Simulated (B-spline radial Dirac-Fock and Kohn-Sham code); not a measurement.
# Dipole and non-dipole photoemission parameters of Cr 2p1/2

System: neutral chromium, [Ar] 3d5 4s1; threshold 583.8 eV (tabulated edge). Method: Dirac-Hartree-Slater photoionisation with a Latter tail; cross sections with all multipoles, angular parameters from the dipole term and its interference with E2. Computed with an atomic code on a B-spline grid.

For linearly polarised light dσ/dΩ = σ/(4π) [1 + β P₂(cos θ) + (δ + γ cos²θ) sin θ cos φ], with θ from the polarisation vector and φ the angle between the beam and the projection of the electron momentum on the plane normal to the polarisation.

| hν (eV) | σ (kb) | β | γ | δ |
| --- | --- | --- | --- | --- |
| 886 | 212 | 1.403 | 0.039 | 0.017 |
| 1120 | 116 | 1.457 | 0.186 | 0.022 |
| 1486.9 | 53.5 | 1.439 | 0.369 | 0.029 |
| 2330 | 14.5 | 1.320 | 0.652 | 0.048 |
| 2984.4 | 6.84 | 1.226 | 0.798 | 0.065 |
| 3370 | 4.68 | 1.174 | 0.866 | 0.074 |
| 3470 | 4.27 | 1.161 | 0.882 | 0.077 |
| 3570 | 3.91 | 1.149 | 0.897 | 0.079 |
| 4250 | 2.24 | 1.070 | 0.989 | 0.097 |
| 4290 | 2.18 | 1.065 | 0.994 | 0.098 |
| 4330 | ? | ? | ? | ? |
| 4420 | 1.98 | 1.052 | 1.009 | 0.101 |
| 4660 | 1.66 | 1.027 | 1.035 | 0.107 |
| 5414.7 | 1.02 | 0.956 | 1.108 | 0.126 |
| 6000 | 0.725 | 0.907 | 1.155 | 0.141 |
| 8600 | 0.214 | 0.740 | 1.313 | 0.201 |
| 9251.7 | 0.166 | 0.707 | 1.343 | 0.215 |
| 15000 | 0.0302 | 0.507 | 1.530 | 0.327 |

**Question.** Give the values at 4330 eV.

**Answer.** σ = 2.11 kb, β = 1.061, γ = 0.998, δ = 0.099.
